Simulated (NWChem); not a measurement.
Molecule: SiI2ClF; SMILES F[Si](Cl)(I)I

Computed with NWChem. Medium grid unless said otherwise, to which SCAN and Minnesota functionals are sensitive. All runs use the structure optimised with PBE-D3(BJ)/def2-SVP. def2 effective core potentials on I; no spin-orbit coupling. Hybrids' shares of exact exchange are those that their runs print; pure functionals count as 0. The functionals differ in more than this share.

```
row              share of exact exchange  orbital gap (eV)
---------------  -----------------------  ----------------
PBE/def2-SVP                        0.00              3.97
TPSS/def2-SVP                       0.00              4.20
B3LYP/def2-SVP                      0.20              5.44
PBE0/def2-SVP                       0.25              5.92
PW6B95/def2-SVP                     0.28              6.00
M06-2X/def2-SVP                     0.54          withheld
```

Question: Fit a straight line of the last column on the one before it, predict the withheld value, and compare with the run.

Answer: 
1. Means of the 5 shown rows: x = 0.146, y = 5.106. Slope Σ(x − x̄)(y − ȳ)/Σ(x − x̄)² = 0.5206/0.07432 = 7.005; intercept 4.083.
2. The shown rows scatter about the line by 0.087 (root mean square); the largest residual is +0.12, at TPSS/def2-SVP.
3. At x = 0.54 (M06-2X/def2-SVP; beyond the shown range) the line gives 7.87.
4. The run gives 7.78, -0.09 from the line, 1.0 times the scatter.
